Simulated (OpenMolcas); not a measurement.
Se4+: from CASSCF to CASPT2

```
Program             : OpenMolcas 26.06
Basis               : ANO-R1 [5s4p3d1f]
Scalar Hamiltonian  : X2C, finite nucleus
Active space        : 2 electrons in 4 orbitals (4s 4p)
State averaging     : 2S+1 = 3 even, 3 roots; 2S+1 = 1 even, 7 roots; 2S+1 = 3 odd, 3 roots; 2S+1 = 1 odd, 3 roots
Spin-orbit coupling : state interaction with AMFI integrals over the reference wave functions, term energies averaged over their components
```

Methods on the same reference wave functions:
A. CASSCF
B. SS-CASPT2, IPEA 0.25 Eh, imaginary shift 0.1 Eh (closed shells correlated: 3d)
C. MS-CASPT2, IPEA 0.25 Eh, imaginary shift 0.1 Eh (closed shells correlated: 3d)

Energies in cm⁻¹ above 4s² ¹S₀, the measured ground level; measured values from the list in Rauch et al., Astron. Astrophys. 606, A105 (2017).

| Level | A | B | C | Measured |
| --- | --- | --- | --- | --- |
| 4s² ¹S₀ | 0.0 | 0.0 | 0.0 | 0.0 |
| 4s 4p ³P°₀ | 83714 | 84189 | 84293 | 89749 |
| 4s 4p ³P°₁ | 85172 | 85629 | 85733 | 91350 |
| 4s 4p ³P°₂ | 88342 | 88818 | 88922 | 94960 |
| 4s 4p ¹P°₁ | 137711 | 128654 | 128758 | 131733 |
| 4p² ³P₀ | 202017 | 200411 | 200513 | 211794 |
| 4p² ³P₁ | 203911 | 202374 | 202478 | 214091 |
| 4p² ³P₂ | 206584 | 204363 | 204467 | 218615 |
| 4p² ¹D₂ | 219614 | 209760 | 209864 | 213203 |
| 4p² ¹S₀ | 248383 | 239855 | 240066 | 248787 |

Deviations, from unrounded energies. A percentage is the sum of absolute deviations over the sum of measured energies, with the sign that they share, or ± where signs differ.

```csv
Against measurement,Levels,A,B,C
mean absolute deviation (cm-1),9,7100,7800,7700
other configurations (%),9,±4.2,-4.6,-4.6
```

A lies closest to measurement on these levels and B furthest from it. The largest miss of A in the table is 4p² ³P₂, by -12000 cm-1. The ranking rests on the paired levels alone, and a cruder setting can come out closer through cancelling errors.

Between B and C the level of the table that moves most is 4p² ¹S₀, by 210 cm-1 (lowest in B, highest in C).

The lowest spin-free term lies below A's lowest term by 0.338 hartree in B, 0.338 hartree in C.

Over all roots computed the reference weight is 0.92 to 0.98 in B, 0.92 to 0.98 in C; the roots of lowest weight are the least certain, and an intruder state may touch them. The ¹D term of p² mixes with s d, which this space lacks. The basis is small and was not contracted for so high a charge. Some levels mix across a computed gap that differs much from the measured one, so their mixing is not that of the real levels (holds for B; C). Computed and measured levels are paired by configuration, term and J; levels that our copy of the source lacks, or whose pairing is in doubt (as where it misses far off the trend of its configuration), stay unpaired and out of the deviations. Only configurations of the active space appear.

° marks odd parity.
